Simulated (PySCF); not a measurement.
# Vertical excitation energies

Compound: C₆H₁₁B.
SMILES: `B[C@@H]1C[C@@H]1C1CC1`

The calculation used TDDFT wB97X-D/def2-SVPD, vertical, gas phase, core orbitals frozen in the response in PySCF 2.14.0, density-fitted response routines. Isolated species at its PBE0-D3(BJ)/def2-SVP geometry (one conformer only). Torsions of this conformer, `[BH2:1][C@@H:2]1[CH2:3][C@@H:4]1[CH:5]1[CH2:6][CH2:7]1`: C3–C4–C5–C6 116°.

Predict the UV-vis stick spectrum at this level.

```tsv
state	E (eV)	E (kJ/mol)	λ (nm)	f	|μ| (D)	main configurations (H = HOMO, L = LUMO)
S1	5.66	546	219.0	0.010	0.68	H→L (73%), H-2→L (11%)
S2	6.18	596	200.7	0.0032	0.37	H-3→L (62%), H-2→L (17%)
S3	6.43	620	192.9	0.121	2.23	H-1→L (50%), H-3→L (14%), H→L (13%)
S4	7.08	683	175.2	0.063	1.53	H-4→L (47%), H-1→L (27%)
S5	7.70	742	161.1	0.0046	0.40	H→L+2 (70%), H→L+1 (22%)
S6	7.92	764	156.5	0.014	0.69	H-2→L (45%), H-4→L (17%), H-3→L (13%)
S7	7.95	767	155.9	0.0034	0.34	H→L+3 (38%), H→L+1 (33%)
S8	8.31	801	149.3	0.029	0.96	H→L+3 (42%), H→L+1 (14%), H→L+2 (10%)
S9	8.35	806	148.4	0.016	0.71	H-1→L+2 (43%), H-1→L+1 (25%), H→L+4 (14%)
S10	8.37	807	148.2	0.029	0.95	H→L+4 (62%), H-1→L+2 (9%)
```

Triplets (Tamm–Dancoff): T1 5.20 eV, H→L (60%), H-2→L (15%), H-4→L (12%); T2 5.61 eV, H-1→L (50%), H-2→L (24%), H→L (16%); T3 5.73 eV, H-3→L (74%); T4 6.68 eV, H-4→L (49%), H→L (15%), H-7→L (9%).

The lowest singlet comes at 219 nm (546 kJ/mol) in the ultraviolet; it is weak; its leading configuration is HOMO→LUMO (73%). The strongest level in the table is S3 at 6.43 eV (193 nm, f = 0.121). Löwdin shares by element: HOMO carbon 62% or more (atoms not listed hold the other 38%); LUMO boron 49%, hydrogen 20% or more, carbon 12% or more (atoms not listed hold the other 19%). The oscillator strengths of these states sum to 0.294; summed over the whole spectrum of an exact calculation they would give the number of electrons, 52 (Thomas–Reiche–Kuhn). Weighted by f, the mean energy of these states is 7.13 eV. The listed states span 2.70 eV, and the widest gap between neighbours is 0.65 eV (S3 to S4). All these states lie below the vertical ionisation energy of 9.42 eV (ΔSCF). Only the lowest 10 singlets were computed, as vertical energies without vibronic structure.
